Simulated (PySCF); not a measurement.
**Simulated characterisation data**

- PBE0/pcSseg-1 with gauge-including orbitals
- geometry from GFN2-xTB
- run in PySCF 2.14.0 with density-fitted response routines
- one averaged value for each set of equivalent atoms, no relativistic terms, a single conformation, gas phase

Referencing at the same level of theory: TMS for ¹H (σ = 31.72 ppm), ¹³C (σ = 186.93 ppm). Where no couplings were computed, multiplicities follow the n + 1 count of equivalent neighbours, and m marks all less simple cases (inequivalent or close neighbours, rings, F or P nearby). Shifts are as computed. Against solution values, carbons near 30 ppm lie about +3 ppm off and those near 130 ppm about +5 ppm. Of 1211 compounds with measured shifts, 218 miss one by over three times the rms of a fit or turn the order of signals round; such compounds aren't used in these exercises. OH and NH positions are gas-phase values without hydrogen bonding to other molecules.

**1.** SMILES CN[Si@@H](N)O[Si](C)(C)C, C$_{4}$H$_{16}$N$_{2}$OSi$_{2}$. ¹H NMR (600 MHz, computed): δ 4.73 (s, 1H), 2.78 (s, 3H), 0.55 (br s, 2H), 0.24 (br s, 1H), 0.13 (s, 9H). ¹³C{¹H} NMR (computed): δ 30.1, 3.0.

**2.** `C1CC[C@@H]2C[C@@H](N)[C@H]1C2`, C$_{8}$H$_{15}$N. ¹H NMR (600 MHz, computed): δ 3.53 (m, 1H), 2.32 (m, 1H), 2.24 (m, 1H), 1.74 (m, 1H), 1.54 (m, 1H), 1.51 (m, 1H), 1.48 (m, 1H), 1.44 (m, 1H), 1.41 (m, 1H), 1.39 (m, 1H), 1.39 (m, 1H), 1.35 (m, 1H), 1.03 (m, 1H), 0.57 (br s, 2H). ¹³C{¹H} NMR (computed): δ 58.7, 47.8, 42.7, 40.0, 38.6, 35.6, 34.6, 23.4.
